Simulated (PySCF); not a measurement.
In(H)(Et)(NH2) (C₂H₈InN), SMILES C[CH2][InH][NH2]. The structure is a stationary point at PBE0-D3(BJ)/def2-SVP. The structure was generated by enumeration; whether it is a known compound was not checked. The def2 effective core potentials stand for the cores of In; spin–orbit coupling is left out. The values are those of a single conformer.

### Question
Give the equilibrium geometry at PBE0-D3(BJ)/def2-SVP (PySCF confirms it by a frequency run) as bond lengths and angles, and its point group. (The exact figures need the calculation; the answer reports its results.)

### Answer
One answer among several that fit: point group Cs.
Atoms: In1 H2 C3 C4 H5 H6 H7 H8 H9 N10 H11 H12. Bonds (Å): In1–H2 1.726, In1–C3 2.170, In1–N10 2.025, C3–C4 1.523, C3–H5 1.103, C3–H6 1.103, C4–H7 1.102, C4–H8 1.102, C4–H9 1.104, N10–H11 1.013, N10–H12 1.013. Angles (°): H2–In1–C3 132.0, H2–In1–N10 114.8, C3–In1–N10 113.2, In1–C3–C4 113.7, In1–C3–H5 107.3, In1–C3–H6 107.3, C4–C3–H5 111.2, C4–C3–H6 111.2, H5–C3–H6 105.7, C3–C4–H7 112.0, C3–C4–H8 112.0, C3–C4–H9 111.9, H7–C4–H8 106.8, H7–C4–H9 106.9, H8–C4–H9 106.9, In1–N10–H11 125.1, In1–N10–H12 124.1, H11–N10–H12 110.8.
